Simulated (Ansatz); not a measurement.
Start from `CC1(Cl)C[SiH2]1` and change one atom or group to get `[SiH3]C1(Cl)C[SiH2]1`.

Ansatz, PBE0-D4/def2-TZVP geometries, multiplicity 1. 

| property | `CC1(Cl)C[SiH2]1` |
| --- | --- |
| LUMO energy (PBE/def2-TZVPP) / eV | -1.05 |
| LUMO energy (B3LYP/def2-TZVPP) / eV | -0.42 |
| HOMO–LUMO gap (B3LYP/def2-TZVPP) / eV | 6.26 |
| HOMO–LUMO gap (PBE0/def2-TZVPP) / eV | 6.68 |
| LUMO energy (ωB97M-V/def2-TZVPP) / eV | 1.50 |
| HOMO energy (ωB97M-V/def2-TZVPP) / eV | -9.01 |

Q: Give the same properties after the change, and the shifts. (Best estimate.)

A: Computed: 
| property | `[SiH3]C1(Cl)C[SiH2]1` | shift |
| --- | --- | --- |
| LUMO energy (PBE/def2-TZVPP) / eV | -1.31 | -0.26 |
| LUMO energy (B3LYP/def2-TZVPP) / eV | -0.63 | -0.21 |
| HOMO–LUMO gap (B3LYP/def2-TZVPP) / eV | 6.14 | -0.12 |
| HOMO–LUMO gap (PBE0/def2-TZVPP) / eV | 6.55 | -0.13 |
| LUMO energy (ωB97M-V/def2-TZVPP) / eV | 1.31 | -0.19 |
| HOMO energy (ωB97M-V/def2-TZVPP) / eV | -9.10 | -0.09 |

With PBE0 the HOMO falls by 0.10 eV and the LUMO falls by 0.23 eV, so the gap narrows by about 0.13 eV. PBE moves the HOMO by -0.12 eV and ωB97M-V by -0.09 eV.

B3LYP here is the variant with VWN-RPA as its local correlation; programs differ in this.
